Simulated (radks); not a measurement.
Question: Coulomb parameter of the 5d shell of the tantalum ion Ta+ in the model configuration [Xe] 4f14 5d3 6s1, as a second difference U = [E(n + 0.5) + E(n - 0.5) - 2 E(n)] / (0.5)^2 with all orbitals relaxed. "Bare": the charge of the atom changes with n. "Screened": the 6s shell takes up the change at fixed total charge, which measures U(5d,5d) + U(6s,6s) - 2 U(5d,6s). All-electron calculation, scalar-relativistic Kohn-Sham, r2SCAN, spin-unpolarised, spherical densities, finite nucleus; meta-GGA in the generalised Kohn-Sham scheme; Fermi nuclear charge, rms radius 5.3507 fm. Program: a radial shooting solver on a logarithmic mesh with Libxc functionals. Estimate both.

Answer: U(bare) = 8.909 eV, U(screened by 6s) = 0.378 eV, against the Slater integral F0(5d,5d) = 11.856 eV with frozen orbitals.
